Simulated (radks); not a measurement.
Problem. Neutral erbium: order these configurations by energy. All-electron calculation, Dirac Kohn-Sham, relativistic LDA (MacDonald-Vosko exchange, VWN5 correlation), spin-unpolarised, spherical densities, finite nucleus; Fermi nuclear charge, rms radius of each element as measured or else 0.836 A^(1/3) + 0.57 fm. Program: a radial shooting solver on a logarithmic mesh with Libxc functionals. Sub-shells are occupied by j as written (lower j first in brackets). [Xe] 4f(5/2: 6, 7/2: 5) 5d(3/2: 1, 5/2: 0) 6s2; [Xe] 4f(5/2: 6, 7/2: 5) 6s2 6p(1/2: 1, 3/2: 0); [Xe] 4f(5/2: 6, 7/2: 6) 5d(3/2: 1, 5/2: 0) 6s1; [Xe] 4f(5/2: 6, 7/2: 6) 6s1 6p(1/2: 1, 3/2: 0); [Xe] 4f(5/2: 6, 7/2: 6) 6s2.

Solution. From the lowest, in eV above it: [Xe] 4f(5/2: 6, 7/2: 6) 6s2 0.000; [Xe] 4f(5/2: 6, 7/2: 6) 6s1 6p(1/2: 1, 3/2: 0) 2.684; [Xe] 4f(5/2: 6, 7/2: 6) 5d(3/2: 1, 5/2: 0) 6s1 2.826; [Xe] 4f(5/2: 6, 7/2: 5) 5d(3/2: 1, 5/2: 0) 6s2 4.153; [Xe] 4f(5/2: 6, 7/2: 5) 6s2 6p(1/2: 1, 3/2: 0) 5.545.
